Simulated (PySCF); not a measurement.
Compound: C4H3F3N2.
Numbering: `[F:1][C:2]([F:3])([F:4])[c:5]1[cH:6][cH:7][n:8][nH:9]1` (hydrogens: H10 on C6; H11 on C7; H12 on N9)

Structure used (PBE0-D3(BJ)/def2-SVP), in Å, numbered top down from 1:
```
atom  x, y, z in Å
F1    -2.262    0.682    0.859
C2    -1.703   -0.108   -0.070
F3    -2.135   -1.352    0.132
F4    -2.168    0.282   -1.258
C5    -0.218   -0.018    0.007
C6     0.778   -0.750   -0.611
C7     1.969   -0.147   -0.156
N8     1.723    0.864    0.669
N9     0.406    0.926    0.751
H10    0.654   -1.591   -1.288
H11    2.997   -0.415   -0.397
H12   -0.041    1.619    1.340
```

Level: wB97X-D/def2-SVPD in PySCF, non-relativistic, on one gas-phase PBE0-D3(BJ)/def2-SVP geometry that isn't relaxed in the solvent. The solvent is an IEF-PCM continuum (Bondi radii, 1.10 Å for H, scaled by 1.2), and excitations are vertical TDDFT with non-equilibrium linear response and a frozen core. Only the electrostatic response of the medium enters.

```
run  E − E(gas) (kcal/mol)  HOMO (eV)  HOMO–LUMO gap (eV)  dipole (D)  lowest singlet (eV)  static polarisability (au)
gas                   0.00      -9.83               11.11        0.32                 6.73                        60.5
  P                  -2.49      -9.77               11.12        0.29                 6.67                        67.4
  Q                  -6.28      -9.73               11.15        0.26                 6.66                        79.8
```

**Question.** The runs were made in cyclohexane and methanol. Which run belongs to which solvent?

**Answer.** P = cyclohexane, Q = methanol. The dielectric constants are 2.017 (cyclohexane), 32.61 (methanol), and the energy falls further as ε rises. The optical constants n² used for the excitations are 2.04, 1.77 in the same order. In this model the ground state sees the solvent through ε alone.

**Question.** How constant is the ratio of the lowering to (ε − 1)/(2ε + 1)?

**Answer.** 
| solvent | (ε − 1)/(2ε + 1) | E − E(gas) (kcal/mol) | ratio (kcal/mol) | polarisation term (kcal/mol) |
| --- | --- | --- | --- | --- |
| cyclohexane | 0.202 | -2.49 | -12.3 | -2.62 |
| methanol | 0.477 | -6.28 | -13.2 | -7.13 |

The ratio changes by +6.7 % in size from cyclohexane to methanol. The polarisation term is half the interaction of the solute with the induced surface charges.

Rough CPU time on one thread of a shared machine: about 70 s. This is the whole response run at wB97X-D/def2-SVPD in methanol, SCF included.

The pairwise dispersion term of wB97X-D wasn't added to the energies; at a given geometry it leaves orbitals and properties as they are.
